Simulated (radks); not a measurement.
The numbers below are computed, except where a source is named.
Radial electron density D(r) = 4 pi r^2 rho(r) of an atom or ion with 45 electrons. Code: a radial shooting solver on a logarithmic mesh with Libxc functionals. Model: scalar-relativistic Kohn-Sham, PBE, spin-polarised, spherical densities, finite nucleus; Fermi nuclear charge, rms radius of each element as measured or else 0.836 A^(1/3) + 0.57 fm.

```
   r/bohr * D(r) (the largest magnitude, 123, reaches the edge; | marks zero)
  0.00108 |  *
 0.001395 |   *
 0.001816 |     *
 0.002365 |        *
 0.003055 |            *
 0.003977 |                 *
 0.005138 |                       *
  0.00669 |                              *
 0.008642 |                                    *
  0.01125 |                                        *
  0.01465 |                                         *
  0.01893 |                                       *
  0.02465 |                                    *
  0.03184 |                                      *
  0.04146 |                                             *
  0.05355 |                                                      *
  0.06973 |                                                      *
   0.0908 |                                              *
   0.1173 |                                          *
   0.1527 |                                                *
   0.1973 |                                             *
   0.2569 |                            *
   0.3318 |                  *
   0.4321 |                     *
   0.5626 |                *
   0.7268 |     *
   0.9464 |*
    1.222 *
    1.592 *
```

What is the nuclear charge?

Answer. Z = 69. The innermost maximum, from 1s, lies near gamma/Z bohr with gamma = sqrt(1 - (Z/c)^2) = 0.864, here 0.0125 bohr (found: 0.0137), and its height grows with Z. The density is that of the thulium ion Tm24+ in [Kr] 4d9; the configuration itself is not fixed sharply by these data, and Z only to a few units. D(r) has 4 maxima, at r = 0.0137, 0.0618, 0.168, 0.446 bohr, and minima at 0.0263, 0.112, 0.334 bohr, inside which lie 1.92, 11.14, 29.01 electrons.
